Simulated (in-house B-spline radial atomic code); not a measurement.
Configurations of Ge⁺, with energies counted from [Ar] 3d10 4s2 4p1. Level of theory: non-relativistic HSE06, spin-polarised, spherical fractional occupations, exact exchange averaged over the configuration, point nucleus; calculated with an all-electron radial atomic-structure program (B-spline basis). Shells without spins written out take the highest spin.

Occupations are held fixed; configurations that lie above the ionisation limit could autoionise.

```csv
configuration,E - E(ref) (eV),highest orbital,its <r> (bohr)
[Ar] 3d10 4s1 4p2,6.1099,4p up,2.464
[Ar] 3d10 4s2 5p1,9.3681,5p up,6.264
[Ar] 3d10 4s1 4p1 4d1,15.907,4d up,4.239
[Ar] 3d9 4s2 4p1 5d1,44.901,5d up,8.802
```

Order these further configurations by energy, lowest first.
A. [Ar] 3d10 4s1 4p1 5f1
B. [Ar] 3d9 4s2 4p1 5s1
C. [Ne] 3s2 3p5 3d10 4s2 4p1 5d1
D. [Ne] 3s2 3p5 3d10 4s2 4p1 4d1
E. [Ar] 3d9 4s2 4p2

A (20.792 eV), E (30.73 eV), B (40.35 eV), D (129.04 eV), C (132.47 eV).
